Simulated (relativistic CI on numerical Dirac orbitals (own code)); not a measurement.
# Sensitivity of the levels of Ag31+ to α and to the nuclear radius

Calculated at this level of theory: Dirac-Coulomb-Breit CI, KLI orbitals optimised for each configuration, derivatives by finite differences, unscaled Slater integrals, QED left out (own radial code, finite nucleus).

Configurations in the expansion (outside the closed core [Ne]): 3s2.3p4, 3s.3p5, 3s2.3p3.3d, 3p6, 3s.3p4.3d, 3p5.3d, 3p4.3d2, 3p3.3d3. Double excitations out of closed p, d and f shells are left out; levels of such configurations are missing from the list, as are those of other unlisted configurations, and high levels can miss mixing partners.

With x = (α/α₀)² − 1 an excitation energy changes as ω = ω₀ + qx; K = 2q/ω₀ is the relative enhancement. Terms are leading LS components, so labels can repeat. The field-shift factor is F = δν/δ⟨r²⟩ for the transition from the lowest level.

Lowest level 3s2.3p4 3P_2.

```tsv
Level	ω₀ (cm⁻¹)	q (cm⁻¹)	K	F (GHz/fm²)
3s2.3p4 1S_0	93326	14130	0.303	-1.43
3s2.3p4 3P_1	308172	350500	2.27	-7.76
3s2.3p4 1D_2	359457	346700	1.93	-7.66
3s2.3p4 3P_0	711511	690000	1.94	-19.1
3s.3p5 3P°_2	1001899	280800	0.561	-228
3s2.3p3.3d 5D°_1	1034291	148100	0.286	-97.4
3s2.3p3.3d 3F°_2	1055672	78320	0.148	-33.6
3s2.3p3.3d 5D°_3	1069896	51850	0.0969	3.69
3s2.3p3.3d 5D°_0	1071434	60410	0.113	0.798
3s2.3p3.3d 5D°_4	1130099	115500	0.204	3.96
3s2.3p3.3d 5D°_1	1171702	317800	0.542	-169
3s2.3p3.3d 5D°_2	1198257	222000	0.37	-54.7
3s2.3p3.3d 3G°_3	1241630	140000	0.225	3.03
```

At this charge energies of transitions that change n are usually good to better than 1 %, and those within a shell (Δn = 0) to a few per cent.
